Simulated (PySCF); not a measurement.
PySCF input for 2-fluorocyclopenta-1,3-diene (C5H5F), SMILES FC1=CCC=C1, SMD-B3LYP/6-31G*. Geometry: PBE0-D3(BJ)/def2-SVP. One conformer was computed; it need not be the lowest.

```python
import numpy as np
from pyscf import gto, scf, dft
from pyscf.solvent import smd

mol = gto.M(
    atom='''
    F     0.00126633   -2.06460572   -0.00000000
    C     0.04415312   -0.74077644    0.00000000
    C     1.14719726    0.03159049    0.00000000
    C     0.68587087    1.45339921    0.00000000
    C    -0.80926742    1.35946688    0.00000000
    C    -1.17447373    0.06165961   -0.00000000
    H     2.18200017   -0.30585172    0.00000000
    H     1.05212696    2.01229621   -0.88148901
    H     1.05212696    2.01229621    0.88148900
    H    -1.47521739    2.22294234    0.00000000
    H    -2.18331424   -0.35227000   -0.00000000
    ''',
    basis='6-31G*',
    charge=0,
    spin=0,
    max_memory=1600,
    verbose=3,
)
mf = dft.RKS(mol, xc='b3lyp').density_fit(auxbasis='def2-universal-jkfit')
mf.grids.level = 3
mf.conv_tol = 1e-9
mf.max_cycle = 100
mf.kernel()
res = {}
for name in ['water', 'dimethylsulfoxide', '1-octanol']:
    s = mf.SMD()
    s.with_solvent.solvent, s.with_solvent.sasa_ng = name, 194
    s.kernel(mf.make_rdm1())
    res[name] = (s.e_tot, s.with_solvent.get_cds(), s.dip_moment(), s.mo_energy, s.converged)
    print(f'SMD {name}: dG(solv) = {(s.e_tot - mf.e_tot) * 627.509474:.3f} kcal/mol, of which CDS {res[name][1] * 627.509474:.3f}')
```

It prints:

```
converged SCF energy = -293.328329439149
converged SCF energy = -293.328239068437
Dipole moment(X, Y, Z, Debye):  0.10035,  2.20456,  0.00000
SMD water: dG(solv) = 0.057 kcal/mol, of which CDS 3.154
converged SCF energy = -293.332561586005
Dipole moment(X, Y, Z, Debye):  0.09881,  2.19622,  0.00000
SMD dimethylsulfoxide: dG(solv) = -2.656 kcal/mol, of which CDS 0.398
converged SCF energy = -293.333136251308
Dipole moment(X, Y, Z, Debye):  0.08564,  2.12338,  0.00000
SMD 1-octanol: dG(solv) = -3.016 kcal/mol, of which CDS -0.350
```

The run converged.
